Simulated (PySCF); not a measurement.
Structure elucidation problem

Molecular formula: C5H15NSi2. Simulated spectra:

1H NMR (400 MHz, computed): δ 7.20 (m, 1H), 7.14 (m, 1H), 4.91 (d, 2H), 4.46 (m, 2H), 2.59 (s, 6H), 0.22 (t, 3H).

13C{1H} NMR (computed): δ 160.3 (CH), 159.8 (CH), 41.2 (CH3), -6.3 (CH3).

How the numbers were obtained: coordinates at the GFN2-xTB level, σ from GIAO-PBE0/pcSseg-1, in PySCF (non-relativistic Hamiltonian, isolated molecule, one averaged value for each set of equivalent atoms, a single conformation).

Referencing at the same level of theory: TMS for 1H (σ = 31.72 ppm) and 13C (σ = 186.93 ppm).

Q: Deduce the structure.

A: 
- The formula gives 1 degree of unsaturation (no ring in the answer).
- 4 carbon signals for 5 carbons: some carbons are equivalent by symmetry or fast rotation.
- Carbon types of the structure: 2 × CH, 3 × CH3, leaving 4 H on heteroatoms.
- δC 160.3, 159.8: alkene CH; the olefinic region.
- δC 41.2: methyl carbon bonded to N; the inductive effect lowers its shielding.
- δC -6.3: methyl carbon bonded to Si; an electropositive neighbour leaves it electron-rich and shielded.
- δH 7.20, 7.14: hydrogen on an alkene CH; a vinylic proton, deshielded by the sp2 carbon and the C=C anisotropy.
- δH 4.46: hydrogen on a silicon bonded to 2 C.
- δH 2.59: hydrogen on a methyl carbon bonded to N; its carbon carries N, which withdraws density.
- δH 0.22: hydrogen on a methyl carbon bonded to Si; an electropositive neighbour shields it, as in TMS itself.

Structure: `C[SiH2]/C=C/[SiH2]N(C)C`.

The shifts were computed for this structure.

Shifts are as computed. Against solution values, carbons near 30 ppm lie about +3 ppm off and those near 130 ppm about +5 ppm. Of 1211 compounds with measured shifts, 218 miss one by over three times the rms of a fit or turn the order of signals round; such compounds aren't used in these exercises. No couplings were computed; multiplicities are counted from neighbouring protons, with m where these are inequivalent, close in shift, in a saturated or five-membered ring or joined by F or P, and br s for small geminal =CH2 splittings.
